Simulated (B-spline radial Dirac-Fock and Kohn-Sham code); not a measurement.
## Satellites and hypersatellites of the K lines of Hf³⁺

System: hafnium as Hf³⁺ in the configuration [Xe] 4f14 5d1, inside a Watson sphere of charge -3 and radius 1.8 Å (a model of the Madelung potential; inside it an electron's potential energy is raised by 24.0 eV).

Input of the calculation (task.json; shells as n, l, electrons):

```json
{"items": [{
  "Z": 72,
  "q": 3,
  "cfg": [[1, 0, 2], [2, 0, 2], [2, 1, 6], [3, 0, 2], [3, 1, 6], [3, 2, 10], [4, 0, 2], [4, 1, 6], [4, 2, 10], [4, 3, 14], [5, 0, 2], [5, 1, 6], [5, 2, 1]],
  "A": 180,
  "rrms": 5.347,
  "watson": [-3, 1.8],
  "do": ["binding", "quiet", "double"]
}]}
```

Command: `python xray_run.py task.json out`

These are calculated numbers from a B-spline atomic structure program; the model is ΔSCF Dirac-Fock with Breit, self-energy and vacuum polarisation, finite nucleus, configuration average. Each two-hole energy is an average over J within one jj subconfiguration, not an observable level; in light atoms, where LS coupling holds, the j-resolved values are not observed lines, and for a K spectator the Kα1 hypersatellite is nearly forbidden. Correlation and solid-state effects are left out.

Lines without a spectator: Kα2 (K-L2) 54601.5 eV, Kα1 (K-L3) 55779.9 eV, Kβ3 (K-M2) 62971.9 eV, Kβ1 (K-M3) 63227.8 eV. Shifts in eV with one spectator hole (a dash: not computed, or left out as unreliable):

```
spectator hole     Kα2      Kα1      Kβ3      Kβ1
        K (1s)  +942.0  +1009.0  +1218.4  +1233.9
    L2 (2p1/2)  +118.9   +159.2        –   +305.9
    L3 (2p3/2)   +92.2   +100.2   +234.3        –
    M2 (3p1/2)       –   +24.89    +48.6    +57.6
    M3 (3p3/2)  +14.04        –    +42.1    +42.5
    M4 (3d3/2)   +4.79    +1.40        –        –
    M5 (3d5/2)   -0.45    +3.42        –        –
```
